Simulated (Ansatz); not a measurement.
A nudged elastic band was laid between two geometries of CH5ClSn (8 atoms, charge 0, multiplicity 1).

Computed with UKS r2SCAN-D4/def2-SVP (Ansatz 0.2.0).

```json
{
 "movable images": "5",
 "climbing image": "yes",
 "spring": "5.0 eV/Å²",
 "optimiser": "quadratic models (default)",
 "start path": "through a guess of the saddle point",
 "force threshold": "0.05 eV/Å",
 "iteration limit": "60",
 "end points": "relaxed"
}
```

First end point:

```xyz
8
Properties=species:S:1:pos:R:3
Sn -0.311 0.048 0.917
Cl -2.602 0.422 0.423
C 0.637 -0.100 -1.003
H -0.145 0.040 -1.763
H 0.188 1.400 1.842
H -0.266 -1.398 1.833
H 1.097 -1.090 -1.131
H 1.402 0.680 -1.117
```

Last end point:

```xyz
8
Properties=species:S:1:pos:R:3
Sn 0.588 -0.101 1.292
Cl -2.402 0.400 -1.442
C 0.635 -0.102 -0.700
H -1.126 0.189 -1.045
H 0.493 1.353 2.177
H 0.029 -1.453 2.166
H 0.739 -1.058 -1.227
H 1.043 0.771 -1.221
```

Question: Which bonds break or form, and what moves?

Answer: Bonds broken: Sn1–Cl2, C3–H4. Bonds formed: Cl2–H4. CH5ClSn becomes CH4Sn + ClH.

Question: Give the energies along the band, and the barrier.

Answer: The forces met the threshold. The highest image is number 5 of 0 to 6, 304.8 kJ/mol above the first end and 1.5 kJ/mol above the last; the last end lies 303.3 kJ/mol above the first. Neighbouring images differ by up to 1.2 eV, so the band resolves the path poorly. A vibrational analysis at the climbing image gives one clearly imaginary mode, 148i cm⁻¹: a first-order saddle point. The orbitals stay closed-shell, which can raise the energy where a bond breaks towards radicals; this wasn't checked here.

| image | path coordinate (Å) | energy (kJ/mol) | Sn1–Cl2 (Å) | C3–H4 (Å) | Cl2–H4 (Å) |
| --- | --- | --- | --- | --- | --- |
| 0 | 0.00 | 0.0 | 2.37 | 1.10 | 3.31 |
| 1 | 0.44 | 9.3 | 2.39 | 1.10 | 2.79 |
| 2 | 0.89 | 46.9 | 2.48 | 1.10 | 2.31 |
| 3 | 1.33 | 145.3 | 2.83 | 1.12 | 1.99 |
| 4 | 1.78 | 263.0 | 3.26 | 1.26 | 1.76 |
| 5 | 2.22 | 304.8 | 3.55 | 1.68 | 1.41 |
| 6 | 2.93 | 303.3 | 4.08 | 1.82 | 1.35 |

Question: What is the geometry of the highest image?

Answer: 
```xyz
8
Properties=species:S:1:pos:R:3:forces:R:3
Sn 0.453 -0.078 1.189 0.00 0.00 -0.01
Cl -2.349 0.386 -0.941 0.03 0.00 0.00
C 0.685 -0.110 -0.803 0.03 -0.01 0.00
H -0.958 0.161 -0.982 -0.04 0.01 0.00
H 0.281 1.386 2.048 0.00 0.00 0.00
H -0.189 -1.411 2.039 0.00 0.00 0.00
H 0.886 -1.078 -1.278 -0.01 0.00 0.01
H 1.190 0.744 -1.272 -0.01 0.01 0.01
```

Run time: 3.7 min on 4 threads of Arm Neoverse N1, on a shared host, peak memory 0.24 GiB.
